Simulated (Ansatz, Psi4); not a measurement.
Molecule: MgH, charge 0, multiplicity 2. SMILES: [MgH]
Coordinates optimised at B3LYP-D3(BJ)/def2-TZVP (Ansatz, an electronic-structure program):
```xyz
2

Mg     0.0000     0.0000    -0.1341
H      0.0000     0.0000     1.6090
```
Charge 0, spin multiplicity 2.

Wanted: size of the dipole moment, in D. Terms: UHF or UKS for open shells; non-relativistic; 6-311+G** with 5d, 6d on Na to Ar in Ansatz; no spin-orbit coupling; six Cartesian d functions in 6-31G* and its kin unless marked 5d. First-principles rows: single points at B3LYP-D3(BJ) geometries (Ansatz).

```
level           program  size of the dipole moment (D)
--------------  -------  -----------------------------
PBE/6-311+G**    Ansatz                           1.15
BLYP/6-31G*      Ansatz                           1.11
B3LYP/STO-3G     Ansatz                           2.79
B3LYP/6-31G      Ansatz                           1.23
B3LYP/6-31G*     Ansatz                           1.21
wB97X-D/6-31G*     Psi4                           1.26
```

No value to compare with is used here. The 6 habitual levels span 1.11 (BLYP/6-31G*) to 2.79 D (B3LYP/STO-3G).

The levels are drawn from those run, B3LYP/6-31G* more often than the rest, none by its result; left out are runs that failed, that the program found above a lower state of the same kind, or whose <S^2> lies over 0.5 above the pure value.
